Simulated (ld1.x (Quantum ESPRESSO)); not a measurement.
# Pb: excitation energies, all-electron against TM

```json
{
  "Element": "lead (Pb)",
  "Generator": "ld1.x (Quantum ESPRESSO) 7.5",
  "Type": "norm-conserving Troullier–Martins (Kleinman–Bylander form)",
  "Functional": "PBE",
  "Relativity": "fully relativistic",
  "Frozen core": "[Xe] 4f14 5d10",
  "Valence charge": "4",
  "Reference configuration": "6s2 6p2",
  "Partial waves": "6p (bound): rc 2.75 bohr; 6s (bound): rc 2.00 bohr",
  "Local potential": "the s channel",
  "Core correction": "a·sin(br)/r model core, default radius (core density twice the valence density)"
}
```

Open shells are filled in proportion to 2j + 1 (rel_dist='average').

Energies are relative to the spin-unpolarised reference configuration 6s2 6p2; without spin polarisation the order of configurations can differ from experiment.

(1) Give the all-electron excitation energy and the error of the potential for: 6s2 6p1; 6s2 6p0; 6s1 6p0; 6s0 6p4; 6s2 6p1.5; 6s2 6p2.3; 6s1 6p3.

Answers

(1)

```tsv
valence configuration	charge	ΔE all-electron (eV)	error AE − PS (meV)
6s2 6p1	+1	6.698	-17
6s2 6p0	+2	20.303	-122
6s1 6p0	+3	52.710	-621
6s0 6p4	0	17.479	-130
6s2 6p1.5	+0.5	2.549	-2.8
6s2 6p2.3	-0.3	-0.832	-0.5
6s1 6p3	0	8.567	-33
```
